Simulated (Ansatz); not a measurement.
Ansatz (a program for electronic structure) input (B3LYP-D3(BJ)/def2-TZVP):

Ansatz 0.2 input:
```yaml
crystal:
  periodic: [false, false, false]
  atoms:
    - {symbol: Ge, position_ang: [-0.08275598, 0.53781547, 0.33165785]}
    - {symbol: Cl, position_ang: [1.82797786, -0.31650379, -0.26015654]}
    - {symbol: Cl, position_ang: [-1.66244819, -0.72097814, -0.47520065]}
    - {symbol: H, position_ang: [-0.16581297, 0.42709784, 1.88802085]}
basis:
  gaussian:
    orbitals: def2-TZVP
hamiltonian:
  xc: b3lyp
  dispersion: d3bj
magnetization: {spin_polarized: true, initial_magnetization: 1}
phonons: {temperatures: {t_min: 298.15, t_max: 298.15, t_step: 100}}
```

Output:

```
Functional definition: B3LYP
integrals: 0.06 GiB planned
959 factors; their error is unknown
mean field: 0.80 GiB planned
mean field evaluation 1: about -81582.6505 eV, gradient 1.8e1 eV
mean field evaluation 2: about -81581.6416 eV, gradient 2.5e1 eV
mean field evaluation 4: about -81583.7111 eV, gradient 6.9e-1 eV
mean field evaluation 8: about -81583.9920 eV, gradient 1.0e-1 eV
mean field evaluation 16: about -81583.9920 eV, gradient 7.1e-5 eV
mean field -81583.99199565 eV, -2998.1564062240 hartree, gradient 7.1e-5 eV, S^2 0.752888; 0 other end points of the search recorded, 0 dependent functions left out
the calculation of the forces begins
reference -81583.99223126 eV, -2998.1564148826 hartree; 34, 33 occupied and 94, 95 virtual orbitals, 959 factors
these checks for a lower state are left out or cut short: stability, starts, cluster_reference, orbital_swaps, neighbouring_geometries, increment
integrals: 0.06 GiB planned
959 factors; their error is unknown
mean field: 0.80 GiB planned
mean field -81583.99195996 eV, -2998.1564049125 hartree, gradient 1.6e-6 eV, S^2 0.752876; 0 other end points of the search recorded, 0 dependent functions left out
the calculation of the forces begins
reference -81583.99219553 eV, -2998.1564135697 hartree; 34, 33 occupied and 94, 95 virtual orbitals, 959 factors
these checks for a lower state are left out or cut short: stability, starts, cluster_reference, orbital_swaps, neighbouring_geometries, increment
integrals: 0.06 GiB planned
959 factors; their error is unknown
mean field: 0.80 GiB planned
mean field -81583.99196393 eV, -2998.1564050584 hartree, gradient 1.5e-6 eV, S^2 0.752901; 0 other end points of the search recorded, 0 dependent functions left out
the calculation of the forces begins
reference -81583.99219958 eV, -2998.1564137184 hartree; 34, 33 occupied and 94, 95 virtual orbitals, 959 factors
these checks for a lower state are left out or cut short: stability, starts, cluster_reference, orbital_swaps, neighbouring_geometries, increment
integrals: 0.06 GiB planned
959 factors; their error is unknown
mean field: 0.80 GiB planned
mean field evaluation 32: about -81583.7148 eV, gradient 1.3e-1 eV
mean field -81583.99192837 eV, -2998.1564037518 hartree, gradient 2.4e-6 eV, S^2 0.752899; 0 other end points of the search recorded, 0 dependent functions left out
the calculation of the forces begins
reference -81583.99216400 eV, -2998.1564124108 hartree; 34, 33 occupied and 94, 95 virtual orbitals, 959 factors
these checks for a lower state are left out or cut short: stability, starts, cluster_reference, orbital_swaps, neighbouring_geometries, increment
integrals: 0.06 GiB planned
959 factors; their error is unknown
mean field: 0.80 GiB planned
mean field -81583.99194473 eV, -2998.1564043531 hartree, gradient 2.3e-6 eV, S^2 0.752878; 0 other end points of the search recorded, 0 dependent functions left out
the calculation of the forces begins
reference -81583.99218034 eV, -2998.1564130113 hartree; 34, 33 occupied and 94, 95 virtual orbitals, 959 factors
these checks for a lower state are left out or cut short: stability, starts, cluster_reference, orbital_swaps, neighbouring_geometries, increment
integrals: 0.06 GiB planned
959 factors; their error is unknown
mean field: 0.80 GiB planned
mean field -81583.99204795 eV, -2998.1564081464 hartree, gradient 2.8e-6 eV, S^2 0.752893; 0 other end points of the search recorded, 0 dependent functions left out
the calculation of the forces begins
reference -81583.99228361 eV, -2998.1564168064 hartree; 34, 33 occupied and 94, 95 virtual orbitals, 959 factors
these checks for a lower state are left out or cut short: stability, starts, cluster_reference, orbital_swaps, neighbouring_geometries, increment
integrals: 0.06 GiB planned
959 factors; their error is unknown
mean field: 0.80 GiB planned
mean field -81583.99187381 eV, -2998.1564017466 hartree, gradient 1.9e-6 eV, S^2 0.752883; 0 other end points of the search recorded, 0 dependent functions left out
the calculation of the forces begins
reference -81583.99210938 eV, -2998.1564104038 hartree; 34, 33 occupied and 94, 95 virtual orbitals, 959 factors
these checks for a lower state are left out or cut short: stability, starts, cluster_reference, orbital_swaps, neighbouring_geometries, increment
integrals: 0.06 GiB planned
959 factors; their error is unknown
mean field: 0.80 GiB planned
mean field -81583.99198968 eV, -2998.1564060049 hartree, gradient 1.4e-6 eV, S^2 0.752884; 0 other end points of the search recorded, 0 dependent functions left out
the calculation of the forces begins
reference -81583.99222529 eV, -2998.1564146632 hartree; 34, 33 occupied and 94, 95 virtual orbitals, 959 factors
these checks for a lower state are left out or cut short: stability, starts, cluster_reference, orbital_swaps, neighbouring_geometries, increment
integrals: 0.06 GiB planned
959 factors; their error is unknown
mean field: 0.80 GiB planned
mean field evaluation 64: about -81583.9920 eV, gradient 1.9e-5 eV
mean field -81583.99198524 eV, -2998.1564058417 hartree, gradient 1.7e-6 eV, S^2 0.752892; 0 other end points of the search recorded, 0 dependent functions left out
the calculation of the forces begins
reference -81583.99222086 eV, -2998.1564145006 hartree; 34, 33 occupied and 94, 95 virtual orbitals, 959 factors
these checks for a lower state are left out or cut short: stability, starts, cluster_reference, orbital_swaps, neighbouring_geometries, increment
integrals: 0.06 GiB planned
959 factors; their error is unknown
mean field: 0.80 GiB planned
mean field -81583.99197899 eV, -2998.1564056120 hartree, gradient 2.9e-6 eV, S^2 0.752887; 0 other end points of the search recorded, 0 dependent functions left out
the calculation of the forces begins
reference -81583.99221461 eV, -2998.1564142707 hartree; 34, 33 occupied and 94, 95 virtual orbitals, 959 factors
these checks for a lower state are left out or cut short: stability, starts, cluster_reference, orbital_swaps, neighbouring_geometries, increment
integrals: 0.06 GiB planned
959 factors; their error is unknown
mean field: 0.80 GiB planned
mean field -81583.99200053 eV, -2998.1564064034 hartree, gradient 1.2e-6 eV, S^2 0.752889; 0 other end points of the search recorded, 0 dependent functions left out
the calculation of the forces begins
reference -81583.99223614 eV, -2998.1564150619 hartree; 34, 33 occupied and 94, 95 virtual orbitals, 959 factors
these checks for a lower state are left out or cut short: stability, starts, cluster_reference, orbital_swaps, neighbouring_geometries, increment
integrals: 0.06 GiB planned
959 factors; their error is unknown
mean field: 0.80 GiB planned
mean field -81583.99197834 eV, -2998.1564055880 hartree, gradient 1.6e-6 eV, S^2 0.752892; 0 other end points of the search recorded, 0 dependent functions left out
the calculation of the forces begins
reference -81583.99221396 eV, -2998.1564142470 hartree; 34, 33 occupied and 94, 95 virtual orbitals, 959 factors
these checks for a lower state are left out or cut short: stability, starts, cluster_reference, orbital_swaps, neighbouring_geometries, increment
integrals: 0.06 GiB planned
959 factors; their error is unknown
mean field: 0.80 GiB planned
mean field -81583.99200565 eV, -2998.1564065915 hartree, gradient 1.7e-6 eV, S^2 0.752885; 0 other end points of the search recorded, 0 dependent functions left out
the calculation of the forces begins
reference -81583.99224125 eV, -2998.1564152497 hartree; 34, 33 occupied and 94, 95 virtual orbitals, 959 factors
these checks for a lower state are left out or cut short: stability, starts, cluster_reference, orbital_swaps, neighbouring_geometries, increment
integrals: 0.06 GiB planned
959 factors; their error is unknown
mean field: 0.80 GiB planned
mean field evaluation 96: about -81583.9920 eV, gradient 1.3e-5 eV
mean field -81583.99195672 eV, -2998.1564047936 hartree, gradient 1.2e-6 eV, S^2 0.752876; 0 other end points of the search recorded, 0 dependent functions left out
the calculation of the forces begins
reference -81583.99219232 eV, -2998.1564134518 hartree; 34, 33 occupied and 94, 95 virtual orbitals, 959 factors
these checks for a lower state are left out or cut short: stability, starts, cluster_reference, orbital_swaps, neighbouring_geometries, increment
integrals: 0.06 GiB planned
959 factors; their error is unknown
mean field: 0.80 GiB planned
mean field -81583.99198589 eV, -2998.1564058657 hartree, gradient 1.2e-6 eV, S^2 0.752901; 0 other end points of the search recorded, 0 dependent functions left out
the calculation of the forces begins
reference -81583.99222152 eV, -2998.1564145248 hartree; 34, 33 occupied and 94, 95 virtual orbitals, 959 factors
Total energy: -81584.19371583 eV, -2998.1638193042 hartree
Atom 0 at    -0.082756     0.537815     0.331658 Å, force     0.000136    -0.000978    -0.000371 eV/Å
Atom 1 at     1.827978    -0.316504    -0.260157 Å, force    -0.000234     0.000384     0.000125 eV/Å
Atom 2 at    -1.662448    -0.720978    -0.475201 Å, force     0.000123     0.000426     0.000147 eV/Å
Atom 3 at    -0.165813     0.427098     1.888021 Å, force    -0.000026     0.000168     0.000099 eV/Å
Dipole moment:    -0.049671     0.309099     0.224843 e Å
Vibrations: 136.68 391.95 406.48 570.10 632.61 1970.05 cm⁻¹, zero-point energy 0.254655 eV
```

It need not be the lowest isomer of its formula.
